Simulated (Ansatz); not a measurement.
System: HBr, charge 1, doublet. HBr+ (parent SMILES Br, doublet).
B3LYP-D3(BJ)/def2-TZVP minimum from Ansatz (a first-principles code):
```xyz
2

Br     0.0000     0.0000    -0.0405
H      0.0000     0.0000     1.4192
```
Charge +1, spin multiplicity 2.

Total energies in aug-cc-pVQZ, 7 correlated electrons, 14 frozen orbitals. UHF or UKS for unpaired electrons; spin-orbit terms are left out. Cores are frozen in correlated methods (noble-gas shells, and filled d and f shells in the p block). No relativity. Spin-orbit terms, left out, reach several kcal/mol for Br and I, and more for heavier atoms. The spin of HBr+ (parent SMILES Br, doublet) was assumed, and the state is the lowest solution found for it.

```json
[
 {"method": "HF", "program": "Ansatz", "energy (Eh)": "-2572.65953", "minus CCSDT(Q) (mEh)": "180.31"},
 {"method": "MP2", "program": "Ansatz", "energy (Eh)": "-2572.81256", "minus CCSDT(Q) (mEh)": "27.28"},
 {"method": "CCSD", "program": "Ansatz", "energy (Eh)": "-2572.83323", "minus CCSDT(Q) (mEh)": "6.61"},
 {"method": "CCSD(T)", "program": "Ansatz", "energy (Eh)": "-2572.83902", "minus CCSDT(Q) (mEh)": "0.82"},
 {"method": "CCSDT(Q)", "program": "Ansatz", "energy (Eh)": "-2572.83984", "minus CCSDT(Q) (mEh)": "0.00"}
]
```

Rough core times of Ansatz's runs on a shared machine: CCSD(T) 30 s, CCSDT(Q) 20 min.
